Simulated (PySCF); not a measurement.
## C$_{3}$H$_{8}$FNSi: full NMR table

```
Formula                               : C3H8FNSi
SMILES                                : C=C(CF)[SiH2]N
Point group of the computed structure : C1
Degrees of unsaturation               : 1
Carbon signals                        : 3
Proton signals                        : 5
```

Numbering as in the mapped SMILES `[CH2:1]=[C:2]([CH2:3][F:4])[SiH2:5][NH2:6]`; H(Xn) means a hydrogen on atom n. Ha(C1) is cis to C3; Hb(C1) is trans to C3.

Method: σ from GIAO-PBE0/pcSseg-1, structure optimised with GFN2-xTB, in PySCF 2.14.0 with density-fitted response routines (one averaged value for each set of equivalent atoms, no solvent model, one computed conformer, relativity neglected).

References, each an isolated molecule treated in the same way: ¹H (σref 31.72), ¹³C (σref 186.93), ²⁹Si (σref 349.16) against TMS; CFCl3 for ¹⁹F (σref 170.95); ¹⁵N (σref 267.73) against NH3.

```tsv
carbon	δC, type	δH (multiplicity)	HMBC from (2–3 bonds)	span of the C tensor (ppm)
C1	127.8, CH2	Ha(C1) 5.89 (m); Hb(C1) 5.52 (m)	H(C3), H(Si5)	226
C2	161.7, C	–	Ha(C1), Hb(C1), H(C3), H(Si5)	234
C3	91.9, CH2	5.49 (m)	Ha(C1), Hb(C1), H(Si5)	90
```

Other nuclei:
```tsv
atoms	nucleus	environment	δ (ppm)	σ (ppm)
H(Si5)	¹H	hydrogen on a silicon bonded to C, N	5.01	26.70
H(N6)	¹H	hydrogen on a nitrogen bonded to Si	0.18	31.53
F4	¹⁹F	fluorine on an sp3 carbon	-253.7	424.6
Si5	²⁹Si	silicon bonded to C, N, 2 H	-43.8	392.9
N6	¹⁵N	nitrogen bonded to Si, 2 H	3.0	264.7
```

- Carbon types of the structure: 1 × C, 2 × CH2, leaving 4 H on heteroatoms.
- δC 161.7: fully substituted alkene carbon; the olefinic region.
- δC 127.8: terminal =CH2 carbon; as expected for a trigonal carbon in a double bond.
- δC 91.9: allylic sp3 CH2 bonded to F; pulled downfield by the heteroatom.
- δH 5.89, 5.52: hydrogen on a terminal =CH2 carbon; attached to an sp2 carbon and in the plane of the double bond.
- δH 5.49: hydrogen on an allylic sp3 CH2 bonded to F; its carbon carries F, hence the downfield position.

Exchangeable OH/NH protons stand at their gas-phase positions; hydrogen bonding in a real sample shifts them, mostly to higher δ. Splittings by ¹⁹F in the carbon and heteronuclear signals aren't shown, as no couplings were computed. Shifts are as computed. Against solution values, carbons near 30 ppm lie about +3 ppm off and those near 130 ppm about +5 ppm. Of 1211 compounds with measured shifts, 218 miss one by over three times the rms of a fit or turn the order of signals round; such compounds aren't used in these exercises. Unscaled 19F shifts against computed CFCl3 carry errors that often reach 10 to 50 ppm. Experimental scales use liquid or dissolved standards, which lie at an offset from isolated NH3 (liquid NH3: subtract about 20 ppm). Multiplicities follow the n + 1 count of equivalent neighbours, as no J values were calculated; m marks all less simple cases, F and P coupling included.
